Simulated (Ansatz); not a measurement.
Program: Ansatz. Geometries: PBE0-D4/def2-TZVP. ΔE: electronic, gas phase. CCSD(T)/CBS adds triple-zeta CCSD(T) − MP2 to the extrapolated MP2 energy (def2 sets, frozen cores). DFT in def2-TZVPP. Each species was taken in one conformer, which may not be the lowest.

`C[Si](F)(F)[O][AlH2]` + `OP[SiH3]` → `O[P]([AlH2])[SiH3]` + `C[Si](O)(F)F`  (ligand exchange at the Al–O bond)

`C[Si](F)(F)[O][AlH2]`:

```xyz
11

C    -1.875    0.073   -0.422
Si   -0.196    0.814   -0.343
F     0.257    1.282   -1.793
F    -0.231    2.139    0.533
O     0.908   -0.177    0.253
Al    2.233   -1.037    0.854
H    -1.874   -0.817   -1.055
H    -2.216   -0.216    0.574
H    -2.592    0.785   -0.835
H     3.068   -1.898   -0.168
H     2.519   -0.947    2.402
```

`OP[SiH3]`:

Z-matrix (Å, degrees):
```
Si
P 1 2.260
H 1 1.487 2 112.7
H 1 1.486 2 109.2 3 -121.7
H 1 1.488 2 106.5 3 120.4
O 2 1.666 1 99.0 3 45.3
H 2 1.427 1 92.7 3 -54.8
H 6 0.960 2 109.1 1 143.7
```

`O[P]([AlH2])[SiH3]`:

Cartesian coordinates in Å:
```
O 1.952 -0.698 0.024
P 0.509 -0.521 0.865
Al -0.995 -1.648 -0.491
Si -0.160 1.543 0.258
H 2.684 -0.667 0.646
H -0.491 -2.685 -1.576
H -2.529 -1.379 -0.194
H 0.800 2.543 0.797
H -0.273 1.771 -1.211
H -1.496 1.740 0.882
```

`C[Si](O)(F)F`:

Cartesian coordinates in Å:
```
C -0.156 0.763 -0.988
Si 0.322 -0.375 0.365
O -0.944 -0.630 1.344
F 0.853 -1.759 -0.210
F 1.545 0.207 1.198
H -0.973 0.337 -1.574
H -0.487 1.721 -0.583
H 0.689 0.943 -1.654
H -0.848 -1.207 2.103
```

| level | ΔE (kJ/mol) |
| --- | --- |
| PBE-D4 | 98.5 |
| ωB97M-V | 122.6 |
| PBE | 100.3 |
| PBE0 | 107.3 |
| HF/def2-TZVPP | 147.9 |
| CCSD/def2-TZVPP | 129.0 |
| HF/CBS(def2) | 151.4 |
| MP2/CBS(def2) | 123.6 |

Problem. What does CCSD(T)/CBS give? (An estimate is asked.)

Solution. Ansatz gave: +121.9 kJ/mol. The listed levels differ from it by -23.4, 0.7, -21.6, -14.6, 26.0, 7.1, 29.5, 1.7 kJ/mol.

Largest T1 diagnostic among the species: 0.014.

In def2-TZVPP, CCSD(T) changes the Hartree–Fock value by −23.9 kJ/mol (the triples alone add −5.0 kJ/mol) and MP2 by −22.1 kJ/mol. From PBE to PBE0 (25 % exact exchange), in def2-TZVPP and without D4, ΔE moves by +7.0 kJ/mol.
